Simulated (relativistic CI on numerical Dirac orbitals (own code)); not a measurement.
**Slater and spin-orbit integrals, Te**

These numbers are calculated, not measured: Dirac-Coulomb-Breit CI, separate exchange-only KLI orbitals for each configuration, model QED, valence Slater integrals scaled by 0.85, P86 correlation energy added to each configuration (own radial code, finite nucleus).

Slater integrals F^k, G^k are unscaled and averaged over j, outside the closed core [Kr] 4d10; ζ comes from projecting the Hamiltonian with its Breit term on Σ l·s of the shell.

- 5s2 5p4: F^2(5p,5p) = 38711, ζ(5p) = 4089.3 cm⁻¹; <r>(5p) = 2.697, <r^2>(5p) = 8.423 (bohr units).
- 5s2 5p3 6s: F^2(5p,5p) = 41220, ζ(5p) = 4689.5, G^1(5p,6s) = 2840.1 cm⁻¹; <r>(5p) = 2.558, <r^2>(5p) = 7.525, <r>(6s) = 6.78, <r^2>(6s) = 52.19 (bohr units).
- 5s2 5p3 6p: F^2(5p,5p) = 41785, ζ(5p) = 4740, F^2(5p,6p) = 4373.2, G^0(5p,6p) = 792.86, G^2(5p,6p) = 1004, ζ(6p) = 219.56 cm⁻¹; <r>(5p) = 2.531, <r^2>(5p) = 7.338, <r>(6p) = 9.322, <r^2>(6p) = 97.6 (bohr units).

In this model ζ of a weakly bound d, f or g electron outside closed shells comes out too small, for d by up to a factor of two or three and at times with the wrong sign; that of an outer p electron is too small as well.

For a near-neutral ion this model can misplace configurations by up to about 10,000 cm⁻¹ (more where the count of f electrons changes) and terms by 10 to 25 % of their spread. Rates follow the energies as ν³ (E1, M1) or ν⁵ (E2), so they and the lifetimes can be off by large factors. The fine structure of a lone outer electron comes out too small, for d and f at times inverted, and misplaced configurations move strength between like terms. 20 of the 23 excited levels that our extract of the measured tables holds in this range could be paired (the sources list more); they are missed by 646 cm⁻¹ on average and 2701 at most, and levels without a partner can miss by more.

Averages of the first 10 configurations, taken without configuration mixing, which lowers the lowest level and can move excited configurations by several eV; other configurations of the list can lie among them:

```csv
Configuration,Parity,States,Average energy above the lowest level (eV)
5s2 5p4,even,15,1.0
5s2 5p3 6s,odd,40,7.4
5s2 5p3 6p,even,120,8.5
5s2 5p3 5d,odd,200,8.9
5s 5p5,odd,12,11.7
5s2 5p3 7s,odd,40,9.3
5s2 5p3 7p,even,120,9.7
5s2 5p3 6d,odd,200,9.8
5s2 5p3 4f,even,280,10.1
5s2 5p3 7d,odd,200,10.2
```
